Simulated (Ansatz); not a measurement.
**Question.** Predict a relaxed structure of Cu(AsH3)(N(SiH3)2) (CuSi2AsNH9), charge 0, singlet, at r2SCAN-D4/def2-SVP (Ansatz).

**Answer.** 
```xyz
14

Cu    0.703    0.132   -0.570
As    2.396    0.458   -1.992
H     2.661   -0.557   -3.078
H     3.819    0.572   -1.493
H     2.410    1.687   -2.870
N    -0.697   -0.134    0.585
Si   -1.368    1.279    1.308
Si   -1.188   -1.768    0.825
H    -2.826    1.476    0.999
H    -0.649    2.498    0.804
H    -1.253    1.300    2.808
H    -1.056   -2.233    2.250
H    -0.336   -2.683   -0.009
H    -2.616   -2.029    0.433
```
The metal has 2 neighbours: As 2.24 Å, N 1.83 Å. This is one stationary point.
